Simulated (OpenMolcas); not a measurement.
Computed levels of 4s² 4p² in ions with 32 electrons, in cm-1 above ³P₀.

```json
{
 "Program": "OpenMolcas 26.06",
 "Method": "RASSCF",
 "Basis": "ANO-R2",
 "Scalar Hamiltonian": "X2C, finite nucleus",
 "Spin-orbit coupling": "state interaction with AMFI integrals over the reference wave functions, term energies averaged over their components"
}
```

Active space for each ion: 4 electrons in 9 orbitals (RAS2 4s 4p; RAS3 4d, at most 2 electrons).

```tsv
Level	Ge	As+	Br3+	Kr4+
³P₁	483	895	2229	3209
³P₂	1269	2246	5053	6922
¹D₂	9372	12238	17861	21152
¹S₀	20085	25728	35985	41414
```

**Question.** Estimate ³P₂, ¹D₂, ¹S₀ for Se2+ from its neighbours As+ and Br3+.

**Answer.** ³P₂ is fine structure, which grows about as the fourth power of a screened charge, so the fourth roots are averaged: ((2246^0.25 + 5053^0.25) / 2)^4 = 3439. The calculation gives 3521, so the estimate is off by -2.3 %; the measured value is 3937 (Moore, Atomic Energy Levels, vol. II, NSRDS-NBS 35 (1971 reprint of NBS Circular 467, 1952)).
¹D₂ is another term, which grows about linearly with the charge: (12238 + 17861) / 2 = 15050. The calculation gives 14932, so the estimate is off by +0.8 %; the measured value is 13032 (Moore, Atomic Energy Levels, vol. II, NSRDS-NBS 35 (1971 reprint of NBS Circular 467, 1952)).
¹S₀ is another term, which grows about linearly with the charge: (25728 + 35985) / 2 = 30856. The calculation gives 30780, so the estimate is off by +0.2 %.

Active for correlation alone: 4d; no level in the range computed is led by a configuration that fills it, so any true level of that kind is missing. Without dynamic correlation excited terms often stand tens of per cent too high (terms of higher spin than the ground term too low), and those without a measured partner can miss by more than the paired ones (holds for Ge; As+). Computed and measured levels are paired by configuration, term and J; levels that our copy of the source lacks, or whose pairing is in doubt (as where it misses far off the trend of its configuration), stay unpaired and out of the deviations. Only configurations of the active space appear.
